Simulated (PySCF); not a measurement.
Name the molecule from its bond curve

A diatomic of charge 0 contains Cs. Its doublet curve at PBE0 in a triple-zeta basis (spin-free X2C with a Gaussian nucleus, PySCF), in eV from the separated fragments:

(R (Å), E (eV)): (1.959, -2.655), (2.050, -2.930), (2.141, -3.086), (2.210, -3.143), (2.278, -3.159), (2.346, -3.143), (2.438, -3.082), (2.551, -2.961), (2.688, -2.777), (2.870, -2.500)

The fit gives ωe = 366 cm⁻¹ and the rotational constant Bₑ = 0.2281 cm⁻¹.

Question: Which atom is the partner?

Answer: The minimum lies at 2.275 Å, so the reduced mass is 16.8576 u Å² cm⁻¹/(Bₑ·Re²) = 14.28 u. With Cs at 132.91 u the partner weighs about 16.0 u: O. The molecule is CsO.

Spin–orbit coupling is left out. The state was picked by a PBE0 search and need not be the measured ground state.
